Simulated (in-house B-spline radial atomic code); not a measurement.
**CAM-B3LYP excitations of Cr20+**

Method: CAM-B3LYP. Computed with a B-spline radial code for spherical atoms: linear response of the closed shell [He] 2s2 with the functional's adiabatic kernel; non-relativistic, point nucleus, no spin-orbit coupling, no double excitations, S, P, D and F terms only.

Command:
```bash
python run_td.py task.json out
```
Settings (radii: box in bohr, nucleus in fm):
```
Z                        24
electrons                4
configuration            [He] 2s2
hamiltonian              nr
method                   camb3lyp
box_radius               5.64
intervals                48
```

Run time, properties included: 0.2 s on 1 thread of Arm Neoverse N1, on a shared host.

The lowest states, in the order of their Tamm-Dancoff energies; the method's threshold (minus the highest occupied level) is 1590.25 eV. Labels give the largest channel, * marks a mixed state, and oscillator strengths are full-response dipole values. Semilocal kernels can invert the small singlet-triplet splittings of Rydberg terms. Energies in eV:

```
     state  full response  Tamm-Dancoff  oscillator strength
2s → 2p 3P         27.439         32.60                    -
2s → 2p 1P          66.53         69.27                0.136
2s → 3s 3S         901.53        901.56                    -
2s → 3s 1S         916.25        916.32                    -
2s → 3p 3P         918.26        918.29                    -
2s → 3p 1P         927.25        927.27                0.713
2s → 3d 3D         929.83        929.91                    -
2s → 3d 1D              ?             ?                    -
2s → 4s 3S        1213.54       1213.55                    -
2s → 4s 1S        1217.69       1217.70                    -
2s → 4p 3P              ?             ?                    -
2s → 4d 3D        1221.39       1221.42                    -
2s → 4p 1P        1222.14       1222.15                0.189
2s → 4f 3F        1222.93       1222.93                    -
2s → 4d 1D        1226.60       1226.62                    -
2s → 4f 1F        1229.91       1229.95                    -
```

Task: Where does 2s → 3d 1D lie?

Result: At 942.14 eV in full response, 942.16 eV in Tamm-Dancoff.

Task: Where does 2s → 4p 3P lie?

Result: At 1219.53 eV in full response, 1219.54 eV in Tamm-Dancoff.

Task: How large is the singlet-triplet splitting of 2s → 2p (P terms) in Tamm-Dancoff?

Result: 36.7 eV, from the unrounded values.

Task: What polarisabilities and dispersion coefficient does the method give?

Result: Dipole 0.02362 bohr³, quadrupole 0.0002587 bohr⁵, C6 0.001112 hartree·bohr⁶ for two such species.
